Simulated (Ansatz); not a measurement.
System: CH$_{3}$BClS (charge 0, doublet). It need not be the lowest isomer of its formula. 
Coordinates optimised at B3LYP-D3(BJ)/def2-TZVP (Ansatz, an electronic-structure program):
```xyz
7

C     -1.6870    -0.3234    -0.7569
S     -0.6708     1.1674    -0.3800
B      0.8041     0.5711     0.3354
Cl     1.3239    -1.0470     0.6733
H     -1.9024    -0.8653     0.1599
H     -1.1579    -0.9640    -1.4572
H     -2.6118     0.0342    -1.2045
```
Charge 0, spin multiplicity 2.

Basis-set convergence of Hartree-Fock and CCSD(T) correlation energies (hartree) with Ansatz. Valence correlation only, unless marked. UHF or UKS for open shells. No spin-orbit coupling. Non-relativistic.

| basis | functions | E(HF) | E(corr, CCSD(T)) |
|---|---|---|---|
| aug-cc-pV(D+d)Z | 137 | -921.35983 | -0.57370 |
| aug-cc-pV(T+d)Z | 271 | -921.40117 | -0.70427 |
| aug-cc-pV(Q+d)Z | 476 | -921.41109 | -0.74467 |

Extrapolating the two largest sets (X = 3 and 4) as X^-3: E(corr) = (64·(-0.74467) - 27·(-0.70427))/37 = -0.7742 Eh, an estimate of the basis-set limit. The largest set recovers 96.2 % of it, the smallest 74.1 %.
